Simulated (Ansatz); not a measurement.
Consider the cleavage of the B–Si bond: `B[SiH2]Cl` + `[SiH3][SiH2]N[SiH2]Cl` → `BN([SiH2][SiH3])[SiH2]Cl` + `[SiH3]Cl`.

Isolated molecules relaxed with PBE0-D4/def2-TZVP in Ansatz; ΔE leaves out vibrations. CBS: MP2 limit from def2 TZ/QZ plus the TZ coupled-cluster correction, frozen cores. This one scheme is used for every species. Functionals use def2-TZVPP. Each species was taken in one conformer, which may not be the lowest.

| level | ΔE (kJ/mol) |
| --- | --- |
| r2SCAN-D4 | -142.0 |
| SCS-MP2/def2-TZVPP | -152.8 |
| HF/CBS(def2) | -140.8 |
| CCSD/CBS(def2) | -142.5 |

Task: What does CCSD(T)/CBS give? (Estimate.)

Result: Computed: -145.4 kJ/mol. The listed levels differ from it by 3.4, -7.4, 4.6, 2.9 kJ/mol.

Largest T1 diagnostic among the species: 0.012.

In def2-TZVPP, CCSD(T) changes the Hartree–Fock value by −7.8 kJ/mol (the triples alone add −2.9 kJ/mol) and MP2 by −15.6 kJ/mol. The D4 term adds −5.5 kJ/mol with B3LYP and −3.2 kJ/mol with PBE0; it sums over pairs of atoms, weighted by their polarisabilities, and B3LYP, whose exchange is more repulsive, gets the larger term.

B3LYP here is the variant with VWN-RPA as its local correlation; programs differ in this.
